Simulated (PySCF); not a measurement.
TeF₃, SMILES F[Te](F)F, multiplicity 2.

Geometry: B3LYP-D3(BJ)/def2-SVP. The multiplicity is an assumed one; other spin states were not compared. The isomer is the one that the SMILES or the coordinates give; other isomers of the formula were not compared. The def2 effective core potentials stand for the cores of Te; spin–orbit coupling is left out.

Level of theory: PySCF 2.14.0 with TDA-PBE/def2-SVPD.

Vertical excitations. The molecule is in vacuum.

Estimate the UV-visible absorptions. (An estimate is asked for; the answer gives what the named calculation found.)


```tsv
state	energy (eV)	λ (nm)	f	main pairs
root 1	2.94	422	0.001	α HOMO→LUMO 44 %, β HOMO→LUMO 55 %
root 2	3.15	394	0.007	α HOMO→LUMO 55 %, β HOMO→LUMO 44 %
root 3	3.51	353	0.000	β HOMO−1→LUMO 100 %
root 4	3.96	313	0.001	β HOMO−4→LUMO 100 %
root 5	4.14	299	0.026	β HOMO−2→LUMO 92 %
root 6	4.27	290	0.001	β HOMO−3→LUMO 93 %
root 7	4.71	263	0.000	β HOMO−5→LUMO 100 %
root 8	4.85	255	0.000	α HOMO−1→LUMO 56 %, β HOMO→LUMO+1 43 %
root 9	5.04	246	0.000	α HOMO→LUMO+1 99 %
root 10	5.33	232	0.000	α HOMO−1→LUMO 13 %, β HOMO−6→LUMO 69 %, β HOMO→LUMO+1 16 %
```
Unrestricted roots are not spin-pure.
